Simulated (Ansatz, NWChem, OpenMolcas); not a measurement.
# A ladder of methods for C2H3In (SMILES C#[C][InH2])

The species is C2H3In (6 atoms), meant as a singlet with charge 0. As SMILES, `C#[C][InH2]`. Geometry: relaxed at PBE0-D4/def2-TZVP.

Each level gives the electronic atomisation energy (eV). The values are calculated. Electronic energies at fixed atoms, without zero-point motion or spin-orbit coupling.

```
                              level                    kind     program  value (eV)  less CCSD(T)/def2-SVPD  CPU time (all runs)
   SVWN5/def2-SVPD (core potential)                     LDA      Ansatz       23.52                   +3.78                6.4 s
  revPBE/def2-SVPD (core potential)                     GGA      Ansatz       20.06                   +0.32                8.7 s
   M06-L/def2-SVPD (core potential)                meta-GGA  OpenMolcas       20.62                   +0.88                 61 s
   BHLYP/def2-SVPD (core potential)           global hybrid      Ansatz       19.62                   -0.12                 10 s
    PBE0/def2-SVPD (core potential)           global hybrid  OpenMolcas       20.42                   +0.68                 43 s
 wB97M-V/def2-SVPD (core potential)  range-separated hybrid      Ansatz       20.79                   +1.05                 88 s
PBE-QIDH/def2-SVPD (core potential)           double hybrid      Ansatz       20.38                   +0.64                 13 s
     MP2/def2-SVPD (core potential)     perturbation theory      NWChem       20.18                   +0.44                 58 s
 CCSD(T)/def2-SVPD (core potential)   coupled cluster or CI      NWChem       19.74                    0.00                3 min
```

Differences are taken from CCSD(T)/def2-SVPD (core potential) for orientation; it has basis-set and higher-order errors of its own. Correlated wave functions underbind in double-zeta sets. The values span 19.62 to 23.52 eV. In the correlated wave-function rows the outer d shell of In is correlated, in sets not made for it. Times are those of the runs behind each value, whatever else they computed, on shared processors of several kinds: orders of magnitude only.
